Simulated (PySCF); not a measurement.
Zr(Cl)2(SH)2 (Cl2H2S2Zr), SMILES [SH][Zr]([SH])([Cl])[Cl], multiplicity 1. Atoms are numbered in the order given.

```xyz
7

Zr     0.0531    -0.0096     0.0188
Cl     1.4052     0.9677    -1.6296
Cl     1.1319    -0.1599     2.0909
S     -0.7325    -2.1882    -0.6789
H     -0.7806    -1.7374    -1.9593
S     -1.9694     1.3111     0.2314
H     -1.2446     2.4215     0.5256
```
Charge 0, spin multiplicity 1.

Coordinates come from a r2SCAN-D4/def2-SVP optimisation. The multiplicity is an assumed one; other spin states were not compared. The def2 effective core potentials stand for the cores of Zr; spin–orbit coupling is left out. The values are those of a single conformer.

Level of theory: ωB97X/def2-TZVP run with PySCF.

ESP charges are fitted to the potential on shells at 1.4 to 2.0 van der Waals radii. Atomic charges (e):

| atom | ESP fit | Löwdin | Mulliken |
|---|---|---|---|
| Zr1 | 0.65 | -0.48 | 1.17 |
| Cl2 | -0.23 | 0.08 | -0.35 |
| Cl3 | -0.18 | 0.09 | -0.35 |
| S4 | -0.25 | 0.08 | -0.42 |
| H5 | 0.17 | 0.08 | 0.19 |
| S6 | -0.35 | 0.06 | -0.42 |
| H7 | 0.20 | 0.08 | 0.18 |
